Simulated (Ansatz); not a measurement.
Consider the substitution at a C–Sb bond: `[CH3][SbH][CH3]` + `O[SiH2]S[SiH3]` → `CO[SiH2]S[SiH3]` + `[CH3][SbH2]`.

Gas-phase electronic energies from Ansatz, PBE0-D4/def2-TZVP geometries. CCSD(T)/CBS is the MP2 limit (def2-TZVPP, def2-QZVPP) plus CCSD(T) − MP2 in def2-TZVPP, frozen cores. Functionals use def2-TZVPP. B3LYP here is the variant with VWN-RPA as its local correlation; programs differ in this. Elements past krypton have def2 core potentials. For Sb outer-core shells are correlated without core-valence functions, which leaves a few kJ/mol of doubt a bond. Each species was taken in one conformer, which may not be the lowest.

Problem. Is it downhill or uphill in electronic energy at CCSD(T)/CBS, and by how much? (Estimate.)

Solution. Ansatz gave: Uphill: ΔE = +79.8 kJ/mol.

Problem. What do these levels give: PBE-D4, r2SCAN-D4, PBE0-D4, B3LYP-D4, B2PLYP, B3LYP, HF/def2-TZVPP, MP2/def2-TZVPP, SCS-MP2/def2-TZVPP, CCSD/def2-TZVPP, CCSD(T)/def2-TZVPP, CCSD/CBS(def2)? (Estimate.)

Solution. Ansatz gave: PBE-D4 70.8, r2SCAN-D4 72.4, PBE0-D4 70.7, B3LYP-D4 66.9, B2PLYP 72.8, B3LYP 68.2, HF/def2-TZVPP 60.4, MP2/def2-TZVPP 83.7, SCS-MP2/def2-TZVPP 76.7, CCSD/def2-TZVPP 72.1, CCSD(T)/def2-TZVPP 73.6, CCSD/CBS(def2) 78.4 kJ/mol.

Largest T1 diagnostic among the species: 0.013.

In def2-TZVPP, CCSD(T) changes the Hartree–Fock value by +13.3 kJ/mol (the triples alone add +1.5 kJ/mol) and MP2 by +23.3 kJ/mol.
